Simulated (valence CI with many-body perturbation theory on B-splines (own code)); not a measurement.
## Re³⁺: calculated level list

Level of theory: configuration interaction combined with many-body perturbation theory (CI+MBPT): four valence electrons over a frozen Dirac-Fock core [Xe] 4f14, a basis of 7 s, 7 p, 8 d, 6 f, 4 g, 1 h functions for each j, with the one-electron correlation potential Σ1 (screened to all orders), the two-electron term Σ2, the three-electron term Σ3, Breit, model QED; selected single and double excitations, second order for the rest, scaled by the run's own slope (own B-spline code, finite nucleus).

Against 69 measured levels this calculation errs by 865 cm⁻¹ on average and by 2063 at most. These come from a selection out of Brasseur, Gamrath and Quinet, At. Data Nucl. Data Tables 157, 101636 (2024). Levels without a partner in it may be off by more, other configurations by 1,000 to 8,000 cm⁻¹. Among the levels kept, up to 360 cm⁻¹ of a level comes from second order outside the variational space, and about a tenth of that is noise between levels of different J, which matters for small intervals.

Levels 91 to 135 of 206, with energies above the lowest level, 5d⁴ ⁵D_0. "Leading %" is the weight of the configuration and term that name the level; weights of strongly mixed levels are sums over their largest components and can fall short. In the jj column 3d3/2^4 stands for four electrons in 3d with j = 3/2.

| No. | Configuration | Term | J | E (eV) | Leading % | Second component | Leading jj |
| --- | --- | --- | --- | --- | --- | --- | --- |
| 91 | 5d³6p | ³H° | 4 | 14.234 | 35 | 23 % 5d³6p ⁵G° | 5d3/2^2 5d5/2 6p3/2 (34 %) |
| 92 | 5d²6s² | ³F | 4 | 14.356 | 84 | 10 % 5d²6s² ¹G | 5d3/2 5d5/2 6s^2 (47 %) |
| 93 | 5d³6p | ⁵F° | 3 | 14.438 | 37 | 14 % 5d³6p ³G° | 5d3/2^2 5d5/2 6p3/2 (47 %) |
| 94 | 5d³6p | ⁵G° | 5 | 14.500 | 52 | 21 % 5d³6p ³I° | 5d3/2^2 5d5/2 6p1/2 (26 %) |
| 95 | 5d²6s² | ³P | 0 | 14.534 | 86 | 6 % 5d²6s² ¹S | 5d3/2^2 6s^2 (76 %) |
| 96 | 5d³6p | ⁵F° | 4 | 14.562 | 40 | 27 % 5d³6p ³H° | 5d3/2^2 5d5/2 6p3/2 (48 %) |
| 97 | 5d³6p | ⁵D° | 1 | 14.566 | 41 | 21 % 5d³6p ³D° | 5d3/2^2 5d5/2 6p3/2 (71 %) |
| 98 | 5d³6p | ³D° | 3 | 14.584 | 32 | 24 % 5d³6p ⁵D° | 5d3/2^2 5d5/2 6p3/2 (37 %) |
| 99 | 5d³6p | ⁵P° | 2 | 14.654 | 30 | 22 % 5d³6p ³P° | 5d3/2 5d5/2^2 6p1/2 (51 %) |
| 100 | 5d³6p | ³F° | 2 | 14.695 | 35 | 14 % 5d³6p ⁵D° | 5d3/2^2 5d5/2 6p3/2 (35 %) |
| 101 | 5d²6s² | ¹D | 2 | 14.807 | 45 | 41 % 5d²6s² ³P | 5d3/2 5d5/2 6s^2 (82 %) |
| 102 | 5d³6p | ⁵F° | 5 | 14.843 | 34 | 16 % 5d³6p ³G° | 5d3/2 5d5/2^2 6p3/2 (33 %) |
| 103 | 5d³6p | ⁵D° | 0 | 14.885 | 55 | 30 % 5d³6p ¹S° | 5d3/2 5d5/2^2 6p1/2 (74 %) |
| 104 | 5d³6p | ³G° | 3 | 14.914 | 42 | 17 % 5d³6p ¹F° | 5d3/2 5d5/2^2 6p1/2 (30 %) |
| 105 | 5d³6p | ⁵G° | 6 | 14.965 | 70 | 23 % 5d³6p ³H° | 5d3/2 5d5/2^2 6p3/2 (42 %) |
| 106 | 5d³6p | ³H° | 4 | 14.966 | 39 | 19 % 5d³6p ⁵D° | 5d3/2 5d5/2^2 6p1/2 (41 %) |
| 107 | 5d³6p | ⁵D° | 2 | 14.968 | 27 | 22 % 5d³6p ³D° | 5d3/2^2 5d5/2 6p3/2 (43 %) |
| 108 | 5d³6p | ³D° | 1 | 15.017 | 34 | 28 % 5d³6p ⁵D° | 5d3/2 5d5/2^2 6p1/2 (81 %) |
| 109 | 5d²6s² | ³P | 1 | 15.037 | 92 |  | 5d3/2 5d5/2 6s^2 (92 %) |
| 110 | 5d³6p | ³F° | 2 | 15.143 | 49 | 15 % 5d³6p ⁵D° | 5d3/2 5d5/2^2 6p1/2 (38 %) |
| 111 | 5d³6p | ³F° | 3 | 15.208 | 46 | 14 % 5d³6p ³D° | 5d3/2^2 5d5/2 6p3/2 (35 %) |
| 112 | 5d³6p | ³P° | 0 | 15.270 | 77 | 17 % 5d³6p ⁵D° | 5d3/2^2 5d5/2 6p3/2 (59 %) |
| 113 | 5d³6p | ³G° | 4 | 15.286 | 54 | 30 % 5d³6p ⁵F° | 5d3/2 5d5/2^2 6p3/2 (55 %) |
| 114 | 5d³6p | ⁵P° | 3 | 15.392 | 45 | 25 % 5d³6p ³D° | 5d3/2^2 5d5/2 6p3/2 (45 %) |
| 115 | 5d³6p | ³D° | 1 | 15.445 | 41 | 23 % 5d³6p ⁵P° | 5d3/2 5d5/2^2 6p1/2 (69 %) |
| 116 | 5d³6p | ⁵P° | 2 | 15.469 | 22 | 16 % 5d³6p ⁵D° | 5d3/2^2 5d5/2 6p3/2 (74 %) |
| 117 | 5d³6p | ³H° | 6 | 15.514 | 40 | 36 % 5d³6p ³I° | 5d3/2 5d5/2^2 6p1/2 (81 %) |
| 118 | 5d³6p | ³H° | 5 | 15.528 | 39 | 16 % 5d³6p ³G° | 5d3/2 5d5/2^2 6p1/2 (51 %) |
| 119 | 5d³6p | ³F° | 4 | 15.533 | 58 | 6 % 5d³6p ⁵D° | 5d3/2^2 5d5/2 6p3/2 (53 %) |
| 120 | 5d³6p | ⁵D° | 3 | 15.572 | 44 | 19 % 5d³6p ³D° | 5d3/2^2 5d5/2 6p3/2 (53 %) |
| 121 | 5d³6p | ³P° | 1 | 15.701 | 45 | 13 % 5d³6p ⁵D° | 5d3/2^2 5d5/2 6p3/2 (55 %) |
| 122 | 5d²6s² | ¹G | 4 | 15.782 | 84 | 10 % 5d²6s² ³F | 5d5/2^2 6s^2 (48 %) |
| 123 | 5d³6p | ³D° | 2 | 15.799 | 38 | 37 % 5d³6p ³P° | 5d3/2 5d5/2^2 6p1/2 (38 %) |
| 124 | 5d³6p | ³H° | 5 | 15.869 | 29 | 20 % 5d³6p ³G° | 5d3/2 5d5/2^2 6p3/2 (48 %) |
| 125 | 5d³6p | ³G° | 4 | 15.906 | 60 | 12 % 5d³6p ³F° | 5d5/2^3 6p1/2 (39 %) |
| 126 | 5d³6p | ³G° | 5 | 16.017 | 60 | 21 % 5d³6p ³I° | 5d3/2^2 5d5/2 6p3/2 (50 %) |
| 127 | 5d³6p | ³F° | 3 | 16.027 | 46 | 14 % 5d³6p ³G° | 5d3/2 5d5/2^2 6p1/2 (48 %) |
| 128 | 5d²6s² | ³P | 2 | 16.048 | 51 | 39 % 5d²6s² ¹D | 5d5/2^2 6s^2 (90 %) |
| 129 | 5d³6p | ³D° | 1 | 16.099 | 30 | 29 % 5d³6p ¹P° | 5d3/2^2 5d5/2 6p3/2 (64 %) |
| 130 | 5d³6p | ³F° | 2 | 16.125 | 51 | 12 % 5d³6p ³D° | 5d3/2^2 5d5/2 6p3/2 (33 %) |
| 131 | 5d³6p | ³F° | 4 | 16.152 | 37 | 30 % 5d³6p ³H° | 5d3/2^2 5d5/2 6p3/2 (32 %) |
| 132 | 5d³6p | ³F° | 2 | 16.165 | 36 | 18 % 5d³6p ¹D° | 5d3/2 5d5/2^2 6p1/2 (28 %) |
| 133 | 5d³6p | ³F° | 3 | 16.193 | 33 | 13 % 5d³6p ³D° | 5d3/2 5d5/2^2 6p3/2 (27 %) |
| 134 | 5d³6p | ³H° | 5 | 16.263 | 59 | 13 % 5d³6p ³G° | 5d3/2 5d5/2^2 6p3/2 (48 %) |
| 135 | 5d³6p | ³P° | 2 | 16.277 | 39 | 34 % 5d³6p ³D° | 5d3/2^2 5d5/2 6p3/2 (33 %) |

Names give the largest LS component (configuration and term), which can be under half, so a name can repeat, a term be missing and a line seem to break the LS rules; names also repeat where a configuration has a term twice.

Where two levels of one J and parity lie close, their mixing, g and order are uncertain.
